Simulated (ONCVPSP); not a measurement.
# Before and after: ONCV potential for lead (Pb)

ONCVPSP 4.0.1 input, shortened (lines: element, Z, core and valence counts, functional; n l f; lmax; l rc ep ncon nbas qcut; lloc lpopt rc5 dvloc0; l nproj debl; icmod fcfact rcfact), PBE, scalar-relativistic:

```
  Pb 82.00   13    2        4      upf
    1    0    2.00
    2    0    2.00
    2    1    6.00
    3    0    2.00
    3    1    6.00
    3    2   10.00
    4    0    2.00
    4    1    6.00
    4    2   10.00
    4    3   14.00
    5    0    2.00
    5    1    6.00
    5    2   10.00
    6    0    2.00
    6    1    2.00
    2
    0    1.55    0.00    3    6    3.60
    1    2.25    0.00    4    8    3.60
    2    1.55    0.11    4    7    7.30
    2    5    1.55    0.00
    0    2    0.50
    1    2    3.70
    2    0    0.40
    3    2.25    1.60
```

Change: s: qcut 3.3; p: qcut 3.3; d: qcut 6.6.

Cutoffs: the cutoffs (Ha) at which the residual kinetic energy of the hardest occupied pseudo-wave falls to 1 and 0.1 mHa per electron; they do not see the model core or the augmentation charge, which bear on the density cutoff. Errors are all-electron minus pseudo energies relative to the spin-unpolarised reference configuration.

**Question.** Predict the effect on cutoff, ghosts and configuration errors.

**Answer.** The potential gets neither clearly harder nor softer (42 Ha and 54 Ha → 42 Ha and 53 Ha); both files keep a bound ghost (s); the errors of the 4 common tests hardly move; the range in which the d phases agree widens (upper end 3.5 → 4.6).

```csv
quantity,base,changed
"cutoff, loose",42 Ha,42 Ha
"cutoff, tight",54 Ha,53 Ha
loose cutoff by channel,"s 42 Ha, p 4.9 Ha","s 42 Ha, p 4.8 Ha"
bound ghosts,s,s
GHOST(+) flags under 300 eV,p at 73.0 eV,p at 79.4 eV
"error for 6s2 6p1, meV [ΔE 6.58 eV]",-51,-51
"error for 6s2 6p0, meV [ΔE 20.02 eV]",-248,-249
"error for 6s1 6p0, meV [ΔE 52.43 eV]",-759,-762
"error for 6s2 6p1.5, meV [ΔE 2.49 eV]",-11,-11
s: phases at 1.57 bohr within 0.05 rad from the reference energy up to (Ha; the scan ends near 5),to the end of the scan,to the end of the scan
p: phases at 2.28 bohr within 0.05 rad from the reference energy up to (Ha; the scan ends near 5),2.6,2.8
d: phases at 1.57 bohr within 0.05 rad from the reference energy up to (Ha; the scan ends near 5),3.5,4.6
"rms error of d²Exc/dni dnj with the model core, mHa",2.32,2.33
```

 A true bound ghost makes a file unfit for plane-wave use even where its test errors are small: the radial tests pick states by their node count and pass the ghost by.
